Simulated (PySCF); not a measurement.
**Radial density of Mg (magnesium, neutral)**

UHF, [Ne] 3s1 3d1, 3s spin antiparallel (an excited configuration). All numbers are calculated (PySCF 2.14, the non-relativistic Hamiltonian (point nucleus), in aug-cc-pCVTZ (8s7p5d3f, 75 functions)).

```csv
r (bohr),4πr²ρ (e/bohr),4πr²(ρα − ρβ)
0.00188,0.04625,-0.0001
0.00316,0.1267,-0.0002
0.00531,0.3407,-0.0006
0.00893,0.8835,-0.0016
0.0150,2.162,-0.0038
0.0253,4.788,-0.0084
0.0425,8.997,-0.0149
0.0715,12.89,-0.0180
0.120,12.13,-0.0073
0.202,7.797,0.0008
0.340,9.020,-0.0429
0.572,10.83,-0.0491
0.962,4.826,0.0033
1.62,0.7727,-0.2326
2.72,0.4337,-0.3479
4.58,0.2715,0.0859
7.70,0.1291,0.1258
13.0,0.0001160,0.0001
```

The outer electron is Rydberg-like, and this basis confines it to a smaller radius and binds it less than a complete one would. With the s spin flipped the determinant is a mixture of two multiplicities, not a spectroscopic state.
